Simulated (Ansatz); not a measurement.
`[NH2][AlH][OH]` + H₂Se → `[NH2][AlH][SeH]` + H₂O  (ligand exchange at the Al–O bond)

Program: Ansatz. Geometries: PBE0-D4/def2-TZVP. ΔE: electronic, gas phase. CCSD(T)/CBS adds triple-zeta CCSD(T) − MP2 to the extrapolated MP2 energy (def2 sets, frozen cores). This one scheme is used for every species. Functionals use def2-TZVPP. For Se outer-core shells are correlated without core-valence functions, which leaves a few kJ/mol of doubt a bond. Scalar relativity is left out up to krypton. One conformer a species, not always the lowest.

```tsv
level	ΔE (kJ/mol)
BLYP-D4	21.7
r2SCAN-D4	14.9
PBE0-D4	5.9
r2SCAN0-D4	11.7
CAM-B3LYP-D4	24.5
B2PLYP	20.7
BHLYP	22.2
MP2/CBS(def2)	8.3
```

Question: What does CCSD(T)/CBS give? (An estimate is asked.)

Answer: Computed: +10.4 kJ/mol. The listed levels differ from it by 11.3, 4.5, -4.5, 1.3, 14.1, 10.3, 11.8, -2.1 kJ/mol.

Largest T1 diagnostic among the species: 0.011.

Leaving LDA and LC-ωPBE aside and taking each functional with its dispersion term where it has one, the values, not all of them listed here, spread over 19.2 kJ/mol, from HSE06-D4 to CAM-B3LYP-D4. In def2-TZVPP, CCSD(T) changes the Hartree–Fock value by −5.1 kJ/mol (the triples alone add −1.6 kJ/mol) and MP2 by −7.2 kJ/mol. The D4 term adds −3.9 kJ/mol with B3LYP and −2.2 kJ/mol with PBE0; it sums over pairs of atoms, weighted by their polarisabilities, and B3LYP, whose exchange is more repulsive, gets the larger term.

B3LYP here is the variant with VWN-RPA as its local correlation; programs differ in this.
